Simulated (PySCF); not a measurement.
Na, charge +1, singlet; PySCF with M062X/aug-cc-pVTZ, TDDFT.

The PySCF input:
```python
from pyscf import gto, scf, dft, tdscf

mol = gto.Mole()
mol.atom = '''
    Na    0.000000    0.000000    0.000000
'''
mol.basis = 'aug-cc-pvtz'
mol.charge = 1
mol.spin = 0
mol.verbose = 4
mol.build()

mf = dft.RKS(mol)
mf.xc = 'm062x'
mf.kernel()
td = mf.TDDFT()
td.nstates = 5
td.kernel()
td.analyze()
```

Question: What does PySCF print? Leave out banner, timings and long lists.

Answer: 
```
PySCF version 2.14.0

[INPUT] verbose = 4
[INPUT] num. atoms = 1
[INPUT] num. electrons = 10
[INPUT] charge = 1
[INPUT] spin (= nelec alpha-beta = 2S) = 0
[INPUT] symmetry False subgroup None
[INPUT] Mole.unit = angstrom
[INPUT] Symbol           X                Y                Z      unit          X                Y                Z       unit  Magmom
[INPUT]  1 Na     0.000000000000   0.000000000000   0.000000000000 AA    0.000000000000   0.000000000000   0.000000000000 Bohr   0.0

nuclear repulsion = 0
number of shells = 13
number of NR pGTOs = 79
number of NR cGTOs = 50
basis = aug-cc-pvtz
ecp = {}

******** <class 'pyscf.dft.rks.RKS'> ********
method = RKS
initial guess = minao
damping factor = 0
level_shift factor = 0
DIIS = <class 'pyscf.scf.diis.CDIIS'>
diis_start_cycle = 1
diis_space = 8
diis_damp = 0
SCF conv_tol = 1e-09
SCF conv_tol_grad = None
SCF max_cycles = 50
direct_scf = True
direct_scf_tol = 1e-13
XC library pyscf.dft.libxc version 7.1.2
    S. Lehtola, C. Steigemann, M. J. T. Oliveira, and M. A. L. Marques,  SoftwareX 7, 1–5 (2018)
XC functionals = m062x
    Y. Zhao and D. G. Truhlar,  Theor. Chem. Acc. 120, 215 (2008)
    Y. Zhao and D. G. Truhlar,  Theor. Chem. Acc. 120, 215 (2008)
radial grids:
    Treutler-Ahlrichs [JCP 102, 346 (1995); DOI:10.1063/1.469408] (M4) radial grids

becke partition: Becke, JCP 88, 2547 (1988); DOI:10.1063/1.454033
pruning grids: <function nwchem_prune>
grids dens level: 3
symmetrized grids: False
atomic radii adjust function: <function treutler_atomic_radii_adjust>
small_rho_cutoff = 0
Set gradient conv threshold to 3.16228e-05
Initial guess from minao.
tot grids = 18104
init E= -162.226098882875
  HOMO = -1.28561318904172  LUMO = -0.0983813372629327  gap/eV = 32.30622
cycle= 1 E= -162.063978818177  delta_E= 0.162  |g|= 0.0391  |ddm|= 0.644
  HOMO = -1.59694780431495  LUMO = -0.243179173602936  gap/eV = 36.83792
cycle= 2 E= -162.064354944515  delta_E= -0.000376  |g|= 0.00754  |ddm|= 0.0851
  HOMO = -1.58727646930443  LUMO = -0.241754332110601  gap/eV = 36.61352
cycle= 3 E= -162.064363190748  delta_E= -8.25e-06  |g|= 0.000444  |ddm|= 0.00907
  HOMO = -1.58714201702191  LUMO = -0.241679629830444  gap/eV = 36.61190
cycle= 4 E= -162.064363223657  delta_E= -3.29e-08  |g|= 3.96e-06  |ddm|= 0.000437
  HOMO = -1.58714517511982  LUMO = -0.241674648231049  gap/eV = 36.61212
cycle= 5 E= -162.064363223661  delta_E= -4.21e-12  |g|= 9.4e-08  |ddm|= 5.48e-06
  HOMO = -1.58714516020587  LUMO = -0.241674794965219  gap/eV = 36.61211
Extra cycle  E= -162.064363223661  delta_E= 1.71e-13  |g|= 7.27e-09  |ddm|= 1.17e-07
converged SCF energy = -162.064363223661

******** <class 'pyscf.tdscf.rks.TDDFT'> for <class 'pyscf.dft.rks.RKS'> ********
nstates = 5 singlet
deg_eia_thresh = 1.000e-03
wfnsym = None
conv_tol = 1e-05
eigh lindep = 1e-12
eigh level_shift = 0
eigh max_cycle = 100

Excitation energies (eV)
[31.92166393 31.92166393 31.92166393 35.16976972 35.16976972]

** Singlet excitation energies and oscillator strengths **
Excited State   1:     31.92166 eV     38.84 nm  f=0.0476
       5 -> 6        -0.69526
Excited State   2:     31.92166 eV     38.84 nm  f=0.0476
       3 -> 6         0.69759
Excited State   3:     31.92166 eV     38.84 nm  f=0.0476
       4 -> 6        -0.69526
Excited State   4:     35.16977 eV     35.25 nm  f=0.0000
       3 -> 7         0.15831
       3 -> 9         0.11204
       4 -> 7         0.28615
       4 -> 8         0.37059
       5 -> 7        -0.25541
       5 -> 8         0.19835
       5 -> 9        -0.30774
Excited State   5:     35.16977 eV     35.25 nm  f=0.0000
       3 -> 7        -0.33040
       3 -> 8         0.15545
       3 -> 9        -0.24860
       4 -> 7        -0.17278
       4 -> 8         0.19819
       4 -> 9         0.39600
       5 -> 7        -0.16179

** Transition electric dipole moments (AU) **
state          X           Y           Z        Dip. S.      Osc.
  1        -0.2439      0.0371     -0.0022      0.0609      0.0476
  2         0.0353      0.2269     -0.0902      0.0609      0.0476
  3        -0.0116     -0.0895     -0.2296      0.0609      0.0476
  4        -0.0000     -0.0000     -0.0000      0.0000      0.0000
  5         0.0000      0.0000      0.0000      0.0000      0.0000

** Transition velocity dipole moments (imaginary part, AU) **
state          X           Y           Z        Dip. S.      Osc.
  1        -0.2936      0.0447     -0.0026      0.0882      0.0501
  2         0.0425      0.2731     -0.1086      0.0882      0.0501
  3        -0.0139     -0.1078     -0.2764      0.0882      0.0501
  4        -0.0000     -0.0000     -0.0000      0.0000      0.0000
  5         0.0000      0.0000      0.0000      0.0000      0.0000

** Transition magnetic dipole moments (imaginary part, AU) **
state          X           Y           Z
  1         0.0000      0.0000     -0.0000
  2         0.0000     -0.0000     -0.0000
  3         0.0000     -0.0000      0.0000
  4         0.0000      0.0000     -0.0000
  5        -0.0000     -0.0000     -0.0000
```
